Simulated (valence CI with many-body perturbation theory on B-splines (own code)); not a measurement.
The numbers below are computed, except where a source is named.
**Run record, Mn20+**

Level of theory: relativistic CI+MBPT: three valence electrons over a frozen Dirac-Fock core [He], radial functions for each j: 6 s, 6 p, 5 d, 3 f, 1 g, with the one-electron correlation potential Σ1 (screened to all orders), the two-electron term Σ2, the three-electron term Σ3, Breit, model QED; selected single and double excitations, second order for the rest (own B-spline code, finite nucleus).

Command, and the settings that its task file holds:

```sh
python run_cv.py task.json out
```

```
atom Mn  Z=25  mass_number=55  rms_radius_fm=3.7057
core [He]
valence 2s2 2p1
avg = 1
basis = S
breit = 1
cap = 10000
capref = 1200
cscale = 1
de = 0.0
dress = 0
eps = 2e-08
h = 0.27
hh = 1
l2 = 3
lcore = 6
maxit = 60
n2 = 5
natural = 1
nlev = 20
nno = [3, 3, 3, 2, 1]
nroot = 26
nsp = [3, 3, 2, 1, 0]
pt2 = 1
qed = 1
rpa = 1
s1 = 0.9
s2 = 1
s3 = 1
screen = 1
tol = 2e-05
whole = 1
```

It took 9.3 s on 1 thread of Intel(R) Xeon(R) Processor (shared host).

Log. The first blocks belong to the next ion, which gives the ionisation energy. Fields: 2J, parity (1 odd), roots, reference size, generating configurations, candidates as configurations/state functions, variational space P, stored matrix elements, Davidson steps; e2 is the range of second-order energies in hartree. The first line gives the box (bohr), its intervals, the orbitals and the steps of their self-consistent field. Window is the range of levels sought, series limit the energy at which the first omitted orbital would enter, core excitation an estimate of the first excitation out of the core, left out the lowest levels not solved, and shifts from estimates the range by which levels moved from their first estimate, all in cm⁻¹.

```
rmax 2.8 intervals 58 orbitals 36 references ['2s2 2p', '2s 2p2', '2p3'] scf 3 t 0.4
2J=0 par=0 roots 2 ref 15 generators 3 cand 92/92 P 107/107 nnz 0 it 0
   second order: generators 10 cand 0/0 e2 -0.00000 -0.00000
reference levels 291, estimated 264, window 7783200 1/cm; series limit 10049276, core excitation 48891917
2J=1 par=1 roots 8 ref 32 generators 13 cand 215/337 P 1988/2915 nnz 1e+06 it 3
2J=1 par=1 roots 8 ref 32 generators 16 cand 33/47 P 2021/2962 nnz 1e+06 it 4
   second order: generators 31 cand 610/883 e2 -0.00001 -0.00000
2J=3 par=1 roots 11 ref 47 generators 16 cand 468/970 P 1990/4017 nnz 2e+06 it 4
2J=3 par=1 roots 11 ref 47 generators 21 cand 115/240 P 2105/4257 nnz 2.2e+06 it 3
   second order: generators 42 cand 1358/2926 e2 -0.00001 -0.00000
2J=1 par=0 roots 9 ref 34 generators 14 cand 105/155 P 1832/2684 nnz 8.9e+05 it 3
2J=1 par=0 roots 9 ref 34 generators 19 cand 41/59 P 1873/2743 nnz 9.3e+05 it 4
   second order: generators 38 cand 787/1121 e2 -0.00000 -0.00000
2J=3 par=0 roots 10 ref 45 generators 13 cand 399/835 P 1900/3804 nnz 1.8e+06 it 5
2J=3 par=0 roots 10 ref 45 generators 18 cand 127/264 P 2027/4068 nnz 2.1e+06 it 3
   second order: generators 39 cand 1301/2821 e2 -0.00001 -0.00000
2J=5 par=0 roots 7 ref 39 generators 12 cand 455/1014 P 1666/3555 nnz 1.7e+06 it 5
2J=5 par=0 roots 7 ref 39 generators 18 cand 231/535 P 1897/4090 nnz 2.2e+06 it 4
   second order: generators 33 cand 1387/3469 e2 -0.00001 -0.00000
2J=5 par=1 roots 5 ref 36 generators 10 cand 453/997 P 1623/3523 nnz 1.7e+06 it 4
2J=5 par=1 roots 5 ref 36 generators 11 cand 205/510 P 1828/4033 nnz 2.2e+06 it 4
   second order: generators 24 cand 1520/3736 e2 -0.00000 -0.00000
2J=7 par=0 roots 2 ref 19 generators 5 cand 401/863 P 1490/3365 nnz 1.6e+06 it 4
2J=7 par=0 roots 2 ref 19 generators 6 cand 135/337 P 1625/3702 nnz 1.9e+06 it 4
   second order: generators 13 cand 847/2009 e2 -0.00000 -0.00000
2J=7 par=1 roots 2 ref 21 generators 5 cand 276/689 P 1495/3296 nnz 1.5e+06 it 3
2J=7 par=1 roots 2 ref 21 generators 5 cand 98/214 P 1593/3510 nnz 1.7e+06 it 3
   second order: generators 13 cand 710/1658 e2 -0.00000 -0.00000
2J=9 par=1 roots 1 ref 7 generators 1 cand 130/272 P 1190/2653 nnz 1.2e+06 it 3
2J=9 par=1 roots 1 ref 7 generators 1 cand 9/9 P 1199/2662 nnz 1.2e+06 it 3
   second order: generators 8 cand 810/1797 e2 -0.00000 -0.00000
left out: unestimated 11289767, estimated 8216008, shifts from estimates -2 to 60
operators 0.2
```

The Davidson iterations converged.

No measured levels were compared; by estimate levels of excited configurations hold to 0.05 to 0.15 % of their energy, terms of the ground configuration to about 0.5 %.

* Valence energy: -195.2407 hartree
* Ionisation energy: 1643.4 eV (NIST: 1643.2 ± 0.7 eV (semi-empirical))
* Reference configurations for the orbitals: 2s2 2p, 2s 2p2, 2p3
* Radial orbitals: 36
* Box radius: 2.779 bohr
* Largest variational space: 4257
* Lowest levels: 2s²2p ²P°_1/2 0, 2s²2p ²P°_3/2 99437, 2s2p² ⁴P_1/2 379190, 2s2p² ⁴P_3/2 424490, 2s2p² ⁴P_5/2 470330, 2s2p² ²D_3/2 687790, 2s2p² ²D_5/2 704560, 2s2p² ²P_1/2 806790, 2s2p² ²S_1/2 911450, 2s2p² ²P_3/2 925390, 2p³ ⁴S°_3/2 1177300, 2p³ ²D°_3/2 1311300, 2p³ ²D°_5/2 1335400, 2p³ ²P°_1/2 1473300 cm⁻¹

Names give the largest LS component (configuration and term), which can be under half, so a name can repeat, a term be missing and a line seem to break the LS rules; names also repeat where a configuration has a term twice.
